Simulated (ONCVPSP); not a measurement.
# u(r) = r·R(r): atom against pseudo-atom (Nb)

Columns: radius, all-electron u(r) and pseudo u(r) of the 4s shell (level -64.81 eV) of niobium in the configuration [Ar] 3d10 4s2 4p6 4d4; PBE, scalar-relativistic, ONCV scheme, ONCVPSP 4.0.1.

```tsv
r (bohr)	all-electron	pseudo
0.110	0.3664	0.1232
0.220	-0.2293	0.2502
0.330	-0.5761	0.3827
0.440	-0.3619	0.5187
0.550	0.0795	0.6523
0.660	0.5043	0.7744
0.770	0.8150	0.8749
0.880	0.9975	0.9450
0.990	1.0713	0.9791
1.100	1.0649	0.9760
1.210	1.0061	0.9389
1.320	0.9173	0.8748
1.430	0.8152	0.7922
1.540	0.7106	0.7003
1.650	0.6103	0.6067
1.760	0.5182	0.5173
1.870	0.4360	0.4358
1.980	0.3641	0.3640
2.090	0.3022	0.3022
2.200	0.2496	0.2496
2.310	0.2053	0.2053
2.420	0.1683	0.1682
2.530	0.1375	0.1375
2.640	0.1121	0.1120
2.750	0.0911	0.0911
2.860	0.0739	0.0739
```

Q: How many radial nodes do the two functions have?

A: The all-electron 4s function has n − l − 1 = 3 (the table is too coarse to show those close to the nucleus); the pseudo-wave has 0, since the states of the same l below it are removed with the core.

Q: At about which radius was the pseudo-wave matched?

A: 2.00 bohr. The columns agree to 0.0005 from 1.87 bohr on; several derivatives are matched, so the curves merge somewhat inside the radius.

Q: Is the pseudo-wave norm-conserving?

A: Yes: the ONCV scheme keeps the norm inside the radius equal to the all-electron one, which fixes the energy derivative of the logarithmic derivative at the level.
